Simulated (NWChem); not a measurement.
CH3BrSn, singlet; SMILES [Sn]([CH3])[Br]

Program: NWChem. Medium grid unless said otherwise, to which SCAN and Minnesota functionals are sensitive. Low-valent species are run as closed-shell singlets; no triplet was tried in these runs. All runs use the structure optimised with PBE0/def2-SVP. def2 effective core potentials on Sn; no spin-orbit coupling.

Q: What does the run give for M06-L/def2-SVP? Quantities: highest occupied level (eV); orbital gap (eV); dipole (D).

A: 
| Quantity | Result |
|---|---|
| highest occupied level (eV) | -5.66 |
| orbital gap (eV) | 2.45 |
| dipole (D) | 2.90 |
